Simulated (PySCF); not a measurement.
# Unknown compound

An unknown has the formula C₂H₁₃NOSi₄. Its calculated NMR data are:

¹H NMR (300 MHz, computed): δ 5.06 (s, 2H), 4.83 (s, 6H), 4.05 (t, 3H), 2.78 (q, 2H).

¹³C{¹H} NMR (computed): δ 250.3 (C), 37.8 (CH2).

Isolated molecule, a single conformation, one averaged value for each set of equivalent atoms, no relativistic terms. NMR shieldings at PBE0/pcSseg-1/GIAO; GFN2-xTB geometry; PySCF.

Shifts are taken against calculated references (same method and geometry level): ¹H (31.72 ppm), ¹³C (186.93 ppm) vs TMS.

**Question.** Propose a structure and justify it.

**Answer.** 
The formula gives 1 degree of unsaturation (no ring in the answer). 2 carbon signals for 2 carbons: no two carbons are equivalent. Carbon types of the structure: 1 × C, 1 × CH2, leaving 11 H on heteroatoms. δC 250.3: carbonyl carbon. δC 37.8: sp3 CH2 bonded to Si, α to a carbonyl; the adjacent C=O deshields it moderately. δH 5.06: hydrogen on a silicon bonded to C, N. δH 4.83: hydrogen on a silicon bonded to N. δH 4.05: hydrogen on a silicon bonded to C. δH 2.78: hydrogen on an sp3 CH2 bonded to Si, α to a carbonyl; α to C=O.

Structure: `C(C(=O)[SiH2]N([SiH3])[SiH3])[SiH3]`.

This is the structure that produced the data.

Shifts are as computed. Against solution values, carbons near 30 ppm lie about +3 ppm off and those near 130 ppm about +5 ppm. Of 1211 compounds with measured shifts, 218 miss one by over three times the rms of a fit or turn the order of signals round; such compounds aren't used in these exercises. No couplings were computed; multiplicities are counted from neighbouring protons, with m where these are inequivalent, close in shift, in a saturated or five-membered ring or joined by F or P, and br s for small geminal =CH2 splittings.
